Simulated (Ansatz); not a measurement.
F3ITi (`[F][Ti]([F])([F])[I]`), charge 0, multiplicity 1.

**Question.** Give a relaxed structure at PBE0-D4/def2-TZVP (Ansatz). (Estimate.)

**Answer.** The calculation gave: 
Z-matrix (Å, degrees):
```
Ti
F 1 1.736
F 1 1.736 2 109.5
I 1 2.548 2 109.4 3 119.9
F 1 1.736 2 109.5 3 -120.2
```
Point group C3v.
